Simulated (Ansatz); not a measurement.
| atom | x (Å) | y (Å) | z (Å) |
| --- | --- | --- | --- |
| S | 0.0250 | 0.0428 | -0.0730 |
| H | -0.0161 | 0.0144 | 1.2292 |

Basis set: def2-TZVP (spherical functions). Left uncorrelated: 5 orbitals. Charge 0, multiplicity 2.

Computed with Ansatz (development build ahead of 0.2.0); each method stands on the lowest determinant of its kind that the runs found.

The atomization energy at this shape (free ground-state atoms in the same class of orbitals less the molecule, no zero-point energy) of doublet SH:

```csv
method,atomization energy
UHF,60.26 kcal/mol
```

(1) What does UHF-MP2 give?

Results:

(1) 79.77 kcal/mol.
